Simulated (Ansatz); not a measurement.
Mulliken charges of `O[SiH2]/C=C/F` from ωB97M-V/def2-TZVPP in Ansatz (PBE0-D4/def2-TZVP geometry).

```
atom   x (Å)   y (Å)   z (Å)  charge (e)
  O1  -1.738  -0.745  -0.209      -0.396
 Si2  -0.589  -0.441   0.935       0.436
  C3   0.918   0.309   0.168      -0.245
  C4   1.036   0.410  -1.145       0.102
  F5   2.107   0.946  -1.738      -0.187
  H6  -2.316  -0.022  -0.454       0.180
  H7  -0.266  -1.747   1.559      -0.037
  H8  -1.110   0.485   1.980      -0.054
  H9   1.738   0.677   0.780       0.098
 H10   0.302   0.078  -1.873       0.104
```

**Question.** By hand: the dipole of these point charges (1 e Å = 4.8032 D).

**Answer.** Σ q r = (-0.227, 0.001, 0.293) e Å, of length 0.371 e Å = 1.78 D.

**Question.** How does the dipole of the full density compare? (An estimate is asked.)

**Answer.** Ansatz gave: (-0.231, 0.182, 0.037) e Å, 1.42 D; the point charges give 1.25 times that, at 55° from its direction.

Point charges leave out the atoms' own dipoles, such as those of lone pairs, and Mulliken's split depends on the basis, so the two needn't agree.
